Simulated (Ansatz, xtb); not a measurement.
## Relative energy of two isomers of C5H3ClFN

We compare X, `Fc1ccncc1Cl`, a singlet, with Y, `Fc1ncccc1Cl`, a singlet. Both are isolated molecules in the gas phase, relaxed with PBE0-D3(BJ)/def2-SVP.

Energies in hartree; the thermal terms are from GFN2-xTB frequencies at re-optimised GFN2-xTB minima (ideal gas, soft modes damped towards free rotors, one conformer each, 298.15 K, 1 atm) and include the zero-point energy:

|  | X | Y |
| --- | --- | --- |
| E, CCSD(T)/def2-SVP | −805.236222 | −805.244361 |
| E, MP2/def2-SVP | −805.156039 | −805.164660 |
| E, MP2/def2-TZVPP | −806.004751 | −806.012902 |
| zero-point energy | 0.068177 | 0.068299 |
| H(298 K) − E | 0.075631 | 0.075721 |
| G(298 K) − E | 0.036862 | 0.037008 |

Correct the CCSD(T) difference for the basis set by the MP2 change, then work out ΔE, ΔE₀, ΔH and ΔG for X → Y in kJ/mol (1 Eh = 2625.50 kJ/mol) and the equilibrium ratio [Y]/[X].

1. Differences Y − X: CCSD(T) −0.008139, MP2 in the small set −0.008621, MP2 in the large set −0.008151 Eh.
2. ΔE = −0.008139 + (−0.008151 − (−0.008621)) = −0.007669 Eh = −20.13 kJ/mol.
3. ΔE₀ = ΔE + ΔZPE = −0.007669 + (+0.000122) Eh = −19.81 kJ/mol.
4. ΔH = ΔE + (+0.000090) Eh = −19.90 kJ/mol.
5. ΔG = ΔE + (+0.000146) Eh = −19.75 kJ/mol, so ΔS = (ΔH − ΔG)/T = −0.5 J/(mol K).
6. kT = 0.9442 mEh, so K = [Y]/[X] = exp(−ΔG/kT) = exp(+7.97) ≈ 2.9 × 10^3.

Structure Y is favoured at this temperature. An error of 4 kJ/mol in ΔG would change K by a factor of 5. Mirror images and further conformers aren't counted.

As drawn, both hold the same kinds of bond in the same numbers.

Other levels gave ΔE = −8.0 (GFN2-xTB); −11.8 (HF/STO-3G, GFN2-xTB geometries); −24.8 (r2SCAN-D4/def2-SVP, GFN2-xTB geometries); −23.0 (PBE0-D3(BJ)/def2-SVP); −21.7 (HF/def2-SVP); −22.6 (MP2/def2-SVP); −21.4 (CCSD(T)/def2-SVP) kJ/mol. The correlated steps freeze 12 core orbitals. Programs: Ansatz 0.2.0, xtb 6.7.1.
